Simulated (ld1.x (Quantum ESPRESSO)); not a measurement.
**Nb: one change to a TM potential, before and after**

* Element: Nb
* Generator: ld1.x (Quantum ESPRESSO) 7.5
* Type: norm-conserving Troullier–Martins (Kleinman–Bylander form)
* Functional: PBE
* Relativity: scalar-relativistic
* Frozen core: [Ar] 3d10
* Valence charge: 13
* Reference configuration: 4s2 4p6 4d2 5s0 5p0 (charge +3)
* Partial waves: 4s (bound): rc 1.45 bohr; 4p (bound): rc 1.65 bohr; 4d (bound): rc 1.90 bohr
* Local potential: all-electron potential smoothed inside 1.30 bohr (lloc = -2)
* Core correction: none

Change: local potential all-electron potential smoothed inside 1.25 bohr (lloc = -1).

Cutoffs: the cutoffs (Ry, on a coarse ladder) from which the occupation-weighted sum of valence levels, in a spherical-Bessel basis at the reference potential, stays within 10 and 1 mRy of its value at 400 Ry; they do not see the model core or the augmentation charge, which bear on the density cutoff. Errors are all-electron minus pseudo energies relative to the spin-unpolarised reference configuration.

Task: What does the change do?

Result: The potential gets neither clearly harder nor softer (70 Ry and 120 Ry → 70 Ry and 120 Ry); of the 7 tests that both files solve, the error grows in 7 and shrinks in 0 by more than 15 % and 0.3 meV (median size 7.1 → 10.8 meV); the range in which the s phases agree narrows (upper end -1.7 → -3.0); neither file shows a bound ghost at the reference potential, the only one tested.

```csv
quantity,base,changed
"cutoff, loose",70 Ry,70 Ry
"cutoff, tight",120 Ry,120 Ry
loose cutoff by channel (10 mRy a level),"s 60 Ry, p 21 Ry, d 30 Ry","s 55 Ry, p 21 Ry, d 30 Ry"
bound ghosts,none,none
"error for 4s2 4p6 4d4 5s1 5p0, meV [ΔE -45.40 eV]",+104,+703
"error for 4s2 4p6 4d4 5s0 5p0, meV [ΔE -38.76 eV]",+5.9,+9.6
"error for 4s2 4p6 4d3 5s0 5p0, meV [ΔE -24.72 eV]",+3.3,+4.6
"error for 4s2 4p6 4d5 5s0 5p0, meV [ΔE -44.13 eV]",+5.9,+11
"error for 4s2 4p6 4d3 5s2 5p0, meV [ΔE -45.92 eV]",+244,+1822
"error for 4s1 4p6 4d4 5s1 5p0, meV [ΔE 18.61 eV]",+137,+1781
"error for 4s2 4p6 4d1 5s0 5p0, meV [ΔE 36.91 eV]",+7.1,+9.4
s: phases at 2.05 bohr within 0.05 rad from the reference energy up to (Ry; the scan ends near 5),-1.7,-3.0
p: phases at 2.05 bohr within 0.05 rad from the reference energy up to (Ry; the scan ends near 5),-0.2,-0.5
d: phases at 2.05 bohr within 0.05 rad from the reference energy up to (Ry; the scan ends near 5),3.6,2.8
```

Changed file: These tests converged, but a pseudo level misses the all-electron one widely, so the file describes the atom poorly there or has found another state: 4s2 4p6 4d1 5s0 5p0: empty 5s by 4.6 eV (a node warning on the way).
